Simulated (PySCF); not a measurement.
## Molecular orbitals of TlPb

BP86 at R = 2.980 Å; Tl cc-pVDZ-PP with ECP60, Pb cc-pVDZ-PP with ECP60; scalar-relativistic core potentials (PySCF 2.14). State: ⁴Σ⁻ (quartet), unpaired electrons σ ↑, π ↑↑. Only the outer orbitals are listed, counted within each symmetry, core potentials removing the inner ones.

```json
{"spin": "α", "orbital": "7σ", "occ.": "1", "ε (eV)": "-12.45", "on Tl (%)": "17", "main shells (%)": "82 Pb s, 13 Tl s"}
{"spin": "α", "orbital": "8σ", "occ.": "1", "ε (eV)": "-9.78", "on Tl (%)": "81", "main shells (%)": "81 Tl s, 14 Pb s"}
{"spin": "α", "orbital": "9σ", "occ.": "1", "ε (eV)": "-4.43", "on Tl (%)": "42", "main shells (%)": "57 Pb p, 38 Tl p"}
{"spin": "α", "orbital": "5π", "occ.": "1", "ε (eV)": "-4.18", "on Tl (%)": "26", "main shells (%)": "74 Pb p, 25 Tl p"}
{"spin": "α", "orbital": "5π", "occ.": "1", "ε (eV)": "-4.18", "on Tl (%)": "26", "main shells (%)": "74 Pb p, 25 Tl p"}
{"spin": "α", "orbital": "6π", "occ.": "0", "ε (eV)": "-2.33", "on Tl (%)": "74", "main shells (%)": "74 Tl p, 25 Pb p"}
{"spin": "α", "orbital": "6π", "occ.": "0", "ε (eV)": "-2.33", "on Tl (%)": "74", "main shells (%)": "74 Tl p, 25 Pb p"}
{"spin": "α", "orbital": "10σ", "occ.": "0", "ε (eV)": "-0.60", "on Tl (%)": "66", "main shells (%)": "67 Tl p, 37 Pb p"}
{"spin": "β", "orbital": "7σ", "occ.": "1", "ε (eV)": "-11.50", "on Tl (%)": "22", "main shells (%)": "78 Pb s, 18 Tl s"}
{"spin": "β", "orbital": "8σ", "occ.": "1", "ε (eV)": "-9.19", "on Tl (%)": "78", "main shells (%)": "77 Tl s, 18 Pb s"}
{"spin": "β", "orbital": "9σ", "occ.": "0", "ε (eV)": "-3.32", "on Tl (%)": "46", "main shells (%)": "53 Pb p, 43 Tl p"}
{"spin": "β", "orbital": "5π", "occ.": "0", "ε (eV)": "-3.11", "on Tl (%)": "44", "main shells (%)": "56 Pb p, 43 Tl p"}
{"spin": "β", "orbital": "5π", "occ.": "0", "ε (eV)": "-3.11", "on Tl (%)": "44", "main shells (%)": "56 Pb p, 43 Tl p"}
```

**Question.** Which are the highest filled and the lowest empty level, where do they sit, and how wide is the gap?

**Answer.** Highest filled α 5π at -4.18 eV (in %: 74 Pb p, 25 Tl p); lowest empty β 9σ at -3.32 eV (in %: 53 Pb p, 43 Tl p); the gap at BP86 is 0.86 eV.

```json
{
 "bond order (Mayer)": "1.36",
 "⟨S²⟩": "3.752",
 "charge on Tl (Mulliken, basis-dependent)": "0.11",
 "charge on Tl (Löwdin, basis-dependent)": "0.05",
 "dipole moment (positive dipole means Tl(−)Pb(+))": "-1.37 D"
}
```

Spin–orbit coupling is left out, which matters for elements this heavy, above all for dissociation energies. The state is the lowest determinant that a PBE0 search found; another state may lie lower at other levels.
